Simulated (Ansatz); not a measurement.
`F[SiH](F)S[SiH](Cl)Cl` → `Cl[Si]Cl` + `F[SiH](F)S` at 400 K and 1 bar (silylene formation by 1,1-elimination).

Computed with Ansatz on PBE0-D4/def2-TZVP structures; ΔE is electronic, products minus reactants. CCSD(T)/CBS adds triple-zeta CCSD(T) − MP2 to the extrapolated MP2 energy (def2 sets, frozen cores). This one scheme is used for every species. One conformer a species, not always the lowest.

```json
{"species": "`F[SiH](F)S[SiH](Cl)Cl`", "CCSD(T)/CBS energy (Eh)": "-2096.58112", "H − E (kJ/mol)": "122.9", "S (J/(mol·K))": "477.3"}
{"species": "`Cl[Si]Cl`", "CCSD(T)/CBS energy (Eh)": "-1208.69388", "H − E (kJ/mol)": "25.2", "S (J/(mol·K))": "297.3"}
{"species": "`F[SiH](F)S`", "CCSD(T)/CBS energy (Eh)": "-887.80771", "H − E (kJ/mol)": "89.7", "S (J/(mol·K))": "339.4"}
```

H − E and S are ideal-gas, rigid-rotor, harmonic terms from PBE0-D4/def2-TZVP, for one conformer and one mirror image of each species. 1 Eh = 2625.50 kJ/mol, R = 8.31446 J/(mol·K).

Question: By hand: ΔE, ΔH, ΔS and ΔG.

Answer: ΔE = (-1208.69388) + (-887.80771) − (-2096.58112) = 0.07953 Eh = 208.8 kJ/mol. Δ(H − E) = 25.2 + 89.7 − 122.9 = -8.0, so ΔH = 200.8 kJ/mol. ΔS = 297.3 + 339.4 − 477.3 = 159.4 J/(mol·K). ΔG = 200.8 − 400 × (159.4)/1000 = 137.0 kJ/mol.

Question: By hand: the equilibrium constant, and the temperature at which ΔG would vanish if ΔH and ΔS stayed fixed.

Answer: log₁₀ K = −ΔG/(RT ln 10) = -17.9. ΔG = 0 at ΔH/ΔS = 1260 K.

The number of gas molecules changes by +1, which sets the sign of ΔS. A doubt of 5 kJ/mol in ΔE shifts log₁₀ K by 0.7 here. Other conformers and mirror images would add mixing entropy, several J/(mol·K) or more a flexible species. Modes under 60 cm⁻¹, often nearly free rotors, make the harmonic entropy too high. These are equilibria of isolated gas molecules and say nothing of rates. Largest T1 diagnostic: 0.013 (customary marks: 0.02 for closed shells, 0.045 for open ones).
